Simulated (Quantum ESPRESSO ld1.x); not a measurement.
Values are calculated unless marked as measured or tabulated.
Question: The aim is neutral oxygen in [He] 2s2 2p4. This ld1.x (Quantum ESPRESSO 7.5) run was made with `OMP_NUM_THREADS=1 ld1.x < ld1.in > ld1.out`. Can the result be used? Name any fault.

```
 &input
    zed=8.0,
    iswitch=1,
    rel=1,
    lsd=1,
    dft='PZ',
    config='[He] 2s2 2p4 2p4',
    prefix='ld1',
    max_out_wfc=37,
    file_charge='ld1.rho',
 /
```

Output (excerpt):

```
     Program LD1 v.7.5 starts

 %%%%%%%%%%%%%%%%%%%%%%%%%%%%%%%%%%%%%%%%%%%%%%%%%%%%%%%%%%%%%%%%%%%%%%%%%%%%%%
     Error in routine occ_spin (1):
     wrong occupations
 %%%%%%%%%%%%%%%%%%%%%%%%%%%%%%%%%%%%%%%%%%%%%%%%%%%%%%%%%%%%%%%%%%%%%%%%%%%%%%

     stopping ...
```

Answer: No (refused). The line at issue: config='[He] 2s2 2p4 2p4'. The program stops in occ_spin with "wrong occupations": a shell may stand twice only as spin up and down (lsd = 1) or as its two j (rel = 2, l > 0), within their capacities. The sound input gives -74.5768 hartree.
